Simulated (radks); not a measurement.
The numbers below are computed, except where a source is named.
Be, configuration [He] 2s2. Code: a radial shooting solver on a logarithmic mesh with Libxc functionals. Model: non-relativistic Kohn-Sham, PBEsol, spin-polarised, spherical densities, point nucleus; hard spherical wall at 2 bohr. Some entries of the table are withheld. Estimate them.

orbital  occ.  eigenvalue (eV)  r(max) (bohr)  <r> (bohr)
1s          2         -77.0387         0.2730      0.4388
2p          0              (1)          1.104       1.086
2s          2          46.0724            (2)         (3)
3d          0          92.9900          1.303         (4)
3s          0              (5)          1.595       1.073

Answer. 
(1) 2p eigenvalue (eV): 40.7980
(2) 2s r(max) (bohr): 1.251
(3) 2s <r> (bohr): 1.129
(4) 3d <r> (bohr): 1.259
(5) 3s eigenvalue (eV): 196.5583
